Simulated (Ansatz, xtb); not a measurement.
## Two structures of GaH4NZn

We compare a, a singlet given by its coordinates, with b, a singlet given by its coordinates. Both are isolated molecules in the gas phase, relaxed with B3LYP/6-31G*.

a (Å):

```yaml
atoms:
  - { symbol: Ga, position_ang: [-1.8008, 2.7545, -0.1487] }
  - { symbol: N, position_ang: [-1.4924, 3.5047, -1.8211] }
  - { symbol: Zn, position_ang: [-0.6334, 0.9360, 1.1204] }
  - { symbol: H, position_ang: [-2.0565, 4.2518, -2.2120] }
  - { symbol: H, position_ang: [-0.7533, 3.2305, -2.4591] }
  - { symbol: H, position_ang: [0.0587, 1.1734, -0.2926] }
  - { symbol: H, position_ang: [-0.8823, 0.3182, 2.5082] }
```

Close contacts (Å): Ga1–N2 1.86, Ga1–Zn3 2.51, N2–H4 1.01, N2–H5 1.01, Zn3–H6 1.59, Zn3–H7 1.54.

b (Å):

```xyz
7

Ga    0.3299   -1.8200    1.7262
N    -0.6490   -1.0231   -0.0246
Zn    0.8257    0.2821   -0.1677
H    -0.7621   -1.7072   -0.7734
H     1.5849   -0.3646    1.2293
H    -1.5878   -0.6693    0.1620
H     1.2108    1.4400   -1.1192
```

Close contacts (Å): Ga1–N2 2.16, Ga1–Zn3 2.87, N2–Zn3 1.97, Ga1–H5 1.98, N2–H4 1.02, N2–H6 1.02, Zn3–H5 1.72, Zn3–H7 1.55.

Problem. Which of the two would you expect CCSD(T)/def2-TZVP electronic energies to favour?

Solution. Structure b; the calculation gives E(b) − E(a) = −50.7 kJ/mol.

The same difference at several levels:

```json
{"level": "B3LYP/6-31G*", "geometry": "B3LYP/6-31G*", "E(b) − E(a) (kJ/mol)": "−70.7", "departure from the last row (kJ/mol)": "−20.0", "job, with rough time for the two": "optimisation, 3.1 min"}
{"level": "HF/def2-TZVP", "geometry": "B3LYP/6-31G*", "E(b) − E(a) (kJ/mol)": "−56.7", "departure from the last row (kJ/mol)": "−6.0", "job, with rough time for the two": "part of the CCSD(T) run"}
{"level": "MP2/def2-TZVP", "geometry": "B3LYP/6-31G*", "E(b) − E(a) (kJ/mol)": "−44.9", "departure from the last row (kJ/mol)": "+5.8", "job, with rough time for the two": "part of the CCSD(T) run"}
{"level": "CCSD(T)/def2-TZVP", "geometry": "B3LYP/6-31G*", "E(b) − E(a) (kJ/mol)": "−50.7", "departure from the last row (kJ/mol)": "", "job, with rough time for the two": "single point, 1.7 min"}
```

The levels shown agree on the order. The largest departure from CCSD(T)/def2-TZVP is that of B3LYP/6-31G*, 20.0 kJ/mol. Levels run at GFN2-xTB geometries aren't shown.

With harmonic frequencies from B3LYP/6-31G* (ideal gas, rigid rotor, one conformer each, 298.15 K, 1 atm): on the last row, ΔE + ΔZPE = −47.4 kJ/mol. A mode under 50 cm⁻¹ makes harmonic enthalpies and free energies unreliable, so none is given.

The correlated steps freeze 15 core orbitals; the filled d shell of Ga is correlated; the last core shell of Zn is correlated, in a basis made for valence electrons. Programs: Ansatz 0.2.0; the last row on 2 threads of Intel(R) Xeon(R) Platinum 8259CL CPU @ 2.50GHz (Skylake/Cascade Lake) on a shared host.
